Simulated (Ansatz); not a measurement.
Consider the redistribution: `[BH2][AlH][OH]` + `C[BH][SbH2]` → `[BH2][AlH][SbH2]` + `CBO`.

Isolated molecules relaxed with PBE0-D4/def2-TZVP in Ansatz; ΔE leaves out vibrations. CCSD(T)/CBS is the MP2 limit (def2-TZVPP, def2-QZVPP) plus CCSD(T) − MP2 in def2-TZVPP, frozen cores. DFT in def2-TZVPP. B3LYP here is the variant with VWN-RPA as its local correlation; programs differ in this. Elements past krypton have def2 core potentials. For Sb outer-core shells are correlated without core-valence functions, which leaves a few kJ/mol of doubt a bond. One conformer a species, not always the lowest.

(1) Is it downhill or uphill in electronic energy at CCSD(T)/CBS, and by how much? (Estimate.)

(2) What do these levels give: PBE-D4, revPBE-D4, B97M-V, revPBE, BLYP, B3LYP, CAM-B3LYP, RPA@PBE/def2-TZVPP, MP2/def2-SVP, CCSD(T)/def2-SVP, CCSD(T)/def2-TZVPP, SCS-MP2/def2-QZVPP? (Estimate.)

Largest T1 diagnostic among the species: 0.014.

## Answers

(1) Computed: Downhill: ΔE = -64.1 kJ/mol.

(2) Ansatz gave: PBE-D4 -80.6, revPBE-D4 -76.1, B97M-V -69.3, revPBE -79.4, BLYP -72.3, B3LYP -71.3, CAM-B3LYP -67.7, RPA@PBE/def2-TZVPP -60.7, MP2/def2-SVP -84.1, CCSD(T)/def2-SVP -87.5, CCSD(T)/def2-TZVPP -64.9, SCS-MP2/def2-QZVPP -59.1 kJ/mol.

Leaving LDA and LC-ωPBE aside and taking each functional with its dispersion term where it has one, the values, not all of them listed here, spread over 15.2 kJ/mol, from PBE-D4 to ωB97X-V. LDA lies −6.9 kJ/mol from PBE without D4. From BLYP to BHLYP (50 % exact exchange), in def2-TZVPP and without D4, ΔE moves by +3.4 kJ/mol.
